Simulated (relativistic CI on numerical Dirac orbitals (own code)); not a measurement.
# d5 in a ligand field

Computed with a parametric ligand-field model of a d^n configuration (Racah B and C, spin-orbit zeta, crystal field), exact diagonalisation.

Field parameters in Wybourne normalisation: Td as Oh with Dq negative (B⁴₀ = 21Dq, B⁴₄ = √(5/14) B⁴₀). The field is a parameter set, without covalency.

B = 400 cm⁻¹, C = 1680 cm⁻¹ (C/B = 4.20), Td, no spin-orbit coupling. Tanabe-Sugano data, E/B above the lowest term (Δ = |10Dq|; b, c mark the second and third term of a kind):

| Δ/B | 6A1 | 4T1 | 4T2 | 4T1(b) | 2T2 | 2A2 |
| --- | --- | --- | --- | --- | --- | --- |
| 1.0 | 0.00 | 30.85 | 30.98 | 36.54 | 44.42 | 44.49 |
| 1.9 | 0.00 | 30.48 | 30.92 | 36.89 | 43.95 | 44.23 |
| 2.8 | 0.00 | 29.95 | 30.83 | 37.37 | 43.19 | 43.82 |
| 3.7 | 0.00 | 29.33 | 30.70 | 37.93 | 42.17 | 43.31 |
| 4.6 | 0.00 | 28.63 | 30.53 | 38.55 | 40.96 | 42.72 |
| 5.5 | 0.00 | 27.90 | 30.31 | 39.19 | 39.62 | 42.07 |
| 6.4 | 0.00 | 27.13 | 30.05 | 39.83 | 38.18 | 41.38 |
| 7.3 | 0.00 | 26.34 | 29.73 | 40.48 | 36.68 | 40.65 |
| 8.2 | 0.00 | 25.53 | 29.36 | 41.11 | 35.13 | 39.89 |
| 9.1 | 0.00 | 24.71 | 28.94 | 41.73 | 33.55 | 39.11 |
| 10.0 | 0.00 | 23.88 | 28.47 | 42.32 | 31.95 | 38.32 |
| 10.9 | 0.00 | 23.04 | 27.95 | 42.88 | 30.32 | 37.51 |
| 11.8 | 0.00 | 22.20 | 27.39 | 43.41 | 28.68 | 36.69 |
| 12.7 | 0.00 | 21.35 | 26.78 | 43.90 | 27.03 | 35.87 |
| 13.6 | 0.00 | 20.50 | 26.15 | 44.35 | 25.37 | 35.03 |
| 14.5 | 0.00 | 19.64 | 25.48 | 44.77 | 23.69 | 34.19 |
| 15.4 | 0.00 | 18.78 | 24.79 | 45.14 | 22.01 | 33.34 |
| 16.3 | 0.00 | 17.91 | 24.07 | 45.47 | 20.32 | 32.49 |
| 17.2 | 0.00 | 17.05 | 23.33 | 45.77 | 18.62 | 31.63 |
| 18.1 | 0.00 | 16.18 | 22.58 | 46.03 | 16.92 | 30.77 |
| 19.0 | 0.00 | 15.31 | 21.81 | 46.26 | 15.22 | 29.91 |
| 19.9 | 0.00 | 14.43 | 21.03 | 46.46 | 13.50 | 29.04 |
| 20.8 | 0.00 | 13.56 | 20.24 | 46.64 | 11.79 | 28.17 |
| 21.7 | 0.00 | 12.68 | 19.44 | 46.79 | 10.07 | 27.30 |

The ground term stays 6A1.
